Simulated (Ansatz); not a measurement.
`[CH3][Sb]([OH])[TeH]`, 9 atoms. Total charge 0; spin multiplicity 1. Correlated methods include outer-core shells of Sb, Te, which these sets cover unevenly. Sb, Te: def2 effective core potential. All runs use 4 threads of an Arm Neoverse V2 on a shared host. Correlated methods freeze the cores.

How many basis functions does each run have, and how long does it take in Ansatz? RKS PBE0-D4/def2-TZVP relaxation (11 steps); RKS PBE0-D4/def2-QZVPP energy; RKS BHLYP-D4/def2-TZVPP energy; RHF-CCSD(T)/def2-SVP energy; RKS r2SCANh-D4/def2-TZVPP energy; RKS PBE0-D4/def2-TZVP frequencies; RKS r2SCAN0-D4/def2-TZVPP energy; direct RPA on PBE orbitals/def2-TZVPP energy; RKS ωB97M-V/def2-SVP energy; RHF-CCSD(T)/def2-TZVPP energy; RKS PBE0-D4/def2-SVP energy; RKS ωB97M-V/def2-QZVPP energy. (Estimate.)

The calculation gave: Other jobs shared the machine, so times are rough.

```
                                level                    job  functions  wall time  peak host memory (GiB)
                 RKS PBE0-D4/def2-SVP                 energy        105      1.4 s                    0.24
              RKS BHLYP-D4/def2-TZVPP                 energy        232        4 s                    0.71
            RKS r2SCANh-D4/def2-TZVPP                 energy        232      4.9 s                    0.63
            RKS r2SCAN0-D4/def2-TZVPP                 energy        232      5.5 s                    0.65
                 RKS ωB97M-V/def2-SVP                 energy        105        6 s                    0.36
direct RPA on PBE orbitals/def2-TZVPP                 energy        232        8 s                    0.67
               RKS PBE0-D4/def2-QZVPP                 energy        428        8 s                     1.6
                 RHF-CCSD(T)/def2-SVP                 energy        105       10 s                    0.61
               RKS ωB97M-V/def2-QZVPP                 energy        428       19 s                     1.9
                RKS PBE0-D4/def2-TZVP  relaxation (11 steps)        192       37 s                    0.54
                RKS PBE0-D4/def2-TZVP            frequencies        192    2.3 min                    0.55
               RHF-CCSD(T)/def2-TZVPP                 energy        232    5.1 min                     5.1
```
